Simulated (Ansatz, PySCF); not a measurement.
C₃H₅BO₂, SMILES O=CB(O)C=C. Atoms are numbered in the order given.

```xyz
11

C      0.0508     2.5645     0.0000
C      0.7163     1.3938     0.0000
B     -0.0170     0.0278     0.0000
O     -1.3637    -0.0654     0.0000
C      0.7095    -1.4218     0.0000
O     -0.0014    -2.4148     0.0000
H     -1.0458     2.5837     0.0000
H      0.5595     3.5359     0.0000
H      1.8151     1.4255     0.0000
H     -1.5936    -1.0166     0.0000
H      1.8280    -1.5513     0.0000
```
Charge 0, spin multiplicity 1.

Geometry optimised at r2SCAN-D4/def2-SVP. The structure was generated by enumeration, and PubChem lists no compound with its InChIKey, so it may never have been made. One conformer was computed; it need not be the lowest.

Two levels are set side by side: PBE-D3(BJ)/def2-SVP (Ansatz, a quantum-chemistry and plane-wave program) and r2SCAN-D4/def2-SVP (Ansatz). Each level has its own optimised geometry; the coordinates shown are those of the second. Frequencies come from the Hessian of PySCF at each geometry. Differences are taken from unrounded values.

```
quantity                            r2SCAN-D4
----------------------------------  ---------
mean bond length (Å)                    1.249
bond C1–C2 (Å)                          1.347
bond C2–B3 (Å)                          1.550
bond B3–O4 (Å)                          1.350
bond B3–C5 (Å)                          1.621
bond C5–O6 (Å)                          1.221
bond C1–H7 (Å)                          1.097
bond C1–H8 (Å)                          1.096
bond C2–H9 (Å)                          1.099
bond O4–H10 (Å)                         0.979
bond C5–H11 (Å)                         1.126
highest harmonic wavenumber (cm⁻¹)       3630
mean harmonic wavenumber (cm⁻¹)          1310
zero-point energy (kcal/mol)            50.55
```

**Question.** What does PBE-D3(BJ) give, and how far is it from r2SCAN-D4? (The exact figures need the calculation; the answer reports its results.)

**Answer.** 
```csv
quantity,PBE-D3(BJ),PBE-D3(BJ) minus r2SCAN-D4
mean bond length (Å),1.256,0.007
bond C1–C2 (Å),1.353,0.006
bond C2–B3 (Å),1.554,0.004
bond B3–O4 (Å),1.357,0.007
bond B3–C5 (Å),1.626,0.004
bond C5–O6 (Å),1.230,0.009
bond C1–H7 (Å),1.104,0.007
bond C1–H8 (Å),1.104,0.007
bond C2–H9 (Å),1.106,0.007
bond O4–H10 (Å),0.991,0.013
bond C5–H11 (Å),1.133,0.007
highest harmonic wavenumber (cm⁻¹),3451,-179
mean harmonic wavenumber (cm⁻¹),1278,-32
zero-point energy (kcal/mol),49.33,-1.23
```
